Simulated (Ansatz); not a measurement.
Basis-set series for CH4BFTe, SMILES `C[Te]BF`. Charge 0, multiplicity 1. Te: def2 effective core potential. The geometry is a stationary point of PBE0-D4/def2-TZVP. It is one conformer, not always the lowest.

```
functional       basis  functions  energy (Eh)  HOMO (eV)  LUMO (eV)
   PBE0-D4    def2-SVP         88   -432.98507      -6.58      -0.73
   PBE0-D4  def2-QZVPP        373   -433.20307      -6.67      -0.96
   ωB97M-V    def2-SVP         88   -433.05034      -8.59       1.29
   ωB97M-V  def2-QZVPP        373   -433.27582      -8.70       0.88
```

(1) Give the rows for def2-TZVPP. (An estimate is asked.)

Answers

(1) The calculation gave: 
```tsv
functional	basis	functions	energy (Eh)	HOMO (eV)	LUMO (eV)
PBE0-D4	def2-TZVPP	199	-433.19204	-6.66	-0.91
ωB97M-V	def2-TZVPP	199	-433.26514	-8.69	1.00
```

Positive LUMOs are unbound and depend on the basis.

Results of the Gaussian-basis code of Ansatz.
